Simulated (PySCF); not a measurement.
**OsH7, doublet: molecular constants**

Method: UPBE0 in PySCF with Os def2-TZVP with ECP60, H def2-TZVP; scalar-relativistic core potentials, no spin–orbit coupling; density-fitted integrals.

The structure is a saddle point with 1 imaginary mode.

```xyz
8
charge 0 multiplicity 2, angstrom
Os    0.0077    0.0000    0.0142
H    -0.9186    0.0000    1.3943
H     1.4039    0.0000   -0.8530
H    -0.8634    1.3579    0.2299
H    -0.8634   -1.3579    0.2299
H     0.2773    1.0971   -1.1582
H    -1.1706    0.0000   -1.0075
H     0.2772   -1.0971   -1.1582
```

| Property | Result |
| --- | --- |
| Point group | Cs |
| Bond lengths | Os–H 1.560 Å, Os–H 1.628 Å (×4), Os–H 1.644 Å, Os–H 1.662 Å |
| Bond angles | H–Os–H 58.6° (×2), H–Os–H 65.9° (×2), H–Os–H 67.8° (×2), H–Os–H 69.7° (×2), H–Os–H 71.5° (×2), H–Os–H 84.7°, H–Os–H 97.1°, H–Os–H 107.2°, H–Os–H 113.1°, H–Os–H 121.6° (×2), H–Os–H 133.6° (×2), H–Os–H 138.3° (×2), H–Os–H 155.7° |
| Highest occupied level (α) | -6.69 eV |
| Lowest empty level (β) | -3.40 eV |
| Rotational constants | 1.684, 1.354, 1.145 cm⁻¹ |
| Spin squared ⟨S²⟩ | 0.755 |
| Zero-point energy (real modes) | 133.5 kJ/mol |
| Principal quadrupole moments (Buckingham, traceless) about the centre of mass | -2.67, -1.64, 4.32 D Å |
| Dipole moment | 1.02 D |
| Atomisation energy without zero-point energy | 1897 kJ/mol |
| Principal polarisabilities | 37.3, 52.7, 56.6 bohr³ |

Harmonic modes (masses in u: Os 191.961, H 1.008):
```tsv
symmetry	ω (cm⁻¹)	IR (km/mol)	μ (u)	type
a''	401i	–	1.01	bend
a'	300	46.5	1.01	bend
a''	529	35.8	1.02	bend
a'	535	213	1.02	bend
a''	676	1.0	1.01	bend
a'	721	11.1	1.02	bend
a''	729	42.4	1.01	bend
a'	789	22.0	1.01	bend
a'	904	70.9	1.02	bend
a''	933	50.0	1.01	bend
a'	934	0.9	1.01	bend
a'	2011	110	1.02	stretch
a''	2093	15.2	1.02	stretch
a'	2123	2.7	1.01	stretch
a''	2192	1.1	1.01	stretch
a'	2205	1.2	1.01	stretch
a'	2219	0.4	1.01	stretch
a'	2425	0.2	1.01	stretch
```

Charges (e):
```
atom  Mulliken  Löwdin  polar tensor  spin (Mulliken)  Mayer order to Os1
 Os1      0.03   -0.14         -0.36             0.81                   –
  H2     -0.04   -0.04         -0.01            -0.03                0.70
  H3     -0.01    0.02          0.05            -0.03                0.68
H4,5     -0.03    0.00          0.04             0.09                0.79
H6,8      0.00    0.03          0.07             0.05                0.74
  H7      0.09    0.10          0.09            -0.03                0.91
```

Mulliken populations on Os1 (electrons outside its core potential): s 2.75, p 6.43, d 6.77, f 0.02.

Outer orbital energies (eV). α occupied: -14.12, -11.48, -11.25, -10.82, -10.56, -9.51, -9.21, -6.69; empty: -3.00, 0.56, 1.25, 1.27. β occupied: -13.90, -11.35, -10.90, -10.26, -10.16, -9.29, -9.12; empty: -3.40, -2.53, 0.79, 1.42.

This need not be the most stable arrangement of these atoms. Other spin states or occupations of the open shell can lie lower. At this level a doublet minimum of Cs symmetry lies 24 kJ/mol below this structure. With an element this heavy the missing spin–orbit coupling can shift these numbers.

The final relaxation and frequency run took roughly 7 core-minutes on a shared host.
